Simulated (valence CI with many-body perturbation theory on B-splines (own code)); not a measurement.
# Ladder of approximations for Gd59+

Calculated by valence CI with perturbative core correlation (CI+MBPT): three valence electrons over a frozen Dirac-Fock core [He], a basis of 11 s, 11 p, 9 d, 7 f, 5 g, 2 h, 1 i functions for each j, with the one-electron correlation potential Σ1, the two-electron term Σ2, the three-electron term Σ3, Breit, model QED; selected CI, second order for the rest (own B-spline code, finite nucleus).

No measured spectrum was set against this ion. As an estimate, large intervals hold to a few tenths of a per cent, small ones and those within an open d or f shell to about a per cent.

Each rung adds one term. CI alone is the Dirac-Coulomb CI over the frozen core; QED comes last and gives the full result, which names the levels. Energies are above (2s^2 2p1/2) J=1/2 on the same rung, in × 10³ cm⁻¹.

Levels are named by their leading jj configuration (3d3/2^4 stands for four electrons in 3d with j = 3/2), which in mixed levels can hold well under half, so a name can repeat and another be missing. Letters in brackets count levels of one name in rising energy.

```csv
Level,CI alone,+ Σ1,+ Σ2,+ Σ3,+ Breit,Full
(2s 2p1/2^2) J=1/2,1712.5,1710.1,1709.2,1709.0,1805.8,1717.0
(2s^2 2p3/2) J=3/2,6211.6,6212.8,6212.8,6212.7,6119.7,6127.5
(2s 2p1/2 2p3/2) J=3/2 [a],7409.7,7408.5,7408.1,7408.2,7406.6,7327.4
(2s 2p1/2 2p3/2) J=5/2,7762.1,7760.9,7760.2,7760.1,7704.2,7624.9
(2s 2p1/2 2p3/2) J=1/2,8190.1,8188.9,8186.4,8186.0,8188.1,8108.4
(2s 2p1/2 2p3/2) J=3/2 [b],8234.2,8233.0,8231.2,8230.8,8201.2,8121.6
(2p1/2^2 2p3/2) J=3/2,10022,10018,10015,10014,10090,9923.9
(2s 2p3/2^2) J=5/2,13794,13794,13794,13794,13669,13600
(2s 2p3/2^2) J=1/2,14473,14473,14472,14472,14402,14332
(2s 2p3/2^2) J=3/2,14520,14520,14517,14517,14409,14339
(2p1/2 2p3/2^2) J=3/2,15906,15904,15900,15900,15886,15726
(2p1/2 2p3/2^2) J=5/2,16134,16132,16129,16128,16061,15902
(2p1/2 2p3/2^2) J=1/2,16446,16443,16440,16440,16443,16284
(2p3/2^3) J=3/2,22419,22418,22416,22415,22307,22158
(2s^2 3s) J=1/2,61434,61437,61437,61436,61298,61321
(2s^2 3p1/2) J=1/2,62016,62019,62018,62018,61905,61901
(2s 2p1/2 3s) J=1/2 [a],62589,62590,62590,62589,62533,62470
(2s 2p1/2 3s) J=3/2,62802,62803,62802,62801,62721,62658
(2s 2p1/2 3s) J=1/2 [b],62995,62996,62996,62995,62927,62864
```

(1) How does the ionisation energy move along the ladder, and which term matters most?

Answers

(1) CI alone 13535, + Σ1 13536, + Σ2 13536, + Σ3 13536, + Breit 13515, + QED 13515 eV. The largest step is Breit, -20 eV. NIST lists 13521 ± 7 eV (theoretical).
